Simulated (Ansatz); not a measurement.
Consider the cleavage of the B–Si bond: `CB[SiH2]S` + `C[SiH2]N` → `CBN[SiH2]C` + `[SiH3]S`.

Isolated molecules relaxed with PBE0-D4/def2-TZVP in Ansatz; ΔE leaves out vibrations. CCSD(T)/CBS is the MP2 limit (def2-TZVPP, def2-QZVPP) plus CCSD(T) − MP2 in def2-TZVPP, frozen cores. DFT in def2-TZVPP. Each species was taken in one conformer, which may not be the lowest.

```tsv
level	ΔE (kJ/mol)
BLYP-D4	-154.3
r2SCAN0-D4	-153.3
PBE	-144.5
CCSD/def2-SVP	-173.1
```

Problem. What does CCSD(T)/CBS give? (An estimate is asked.)

Solution. Ansatz gave: -154.0 kJ/mol. The listed levels differ from it by -0.3, 0.7, 9.5, -19.1 kJ/mol.

Largest T1 diagnostic among the species: 0.011.

At CCSD(T), def2-SVP lies −21.1 kJ/mol from the extrapolated value and def2-TZVPP −3.4 kJ/mol. Leaving LDA and LC-ωPBE aside and taking each functional with its dispersion term where it has one, the values, not all of them listed here, spread over 12.7 kJ/mol, from CAM-B3LYP-D4 to PBE-D4. LDA lies −10.6 kJ/mol from PBE without D4. From BLYP to BHLYP (50 % exact exchange), in def2-TZVPP and without D4, ΔE moves by −6.4 kJ/mol.
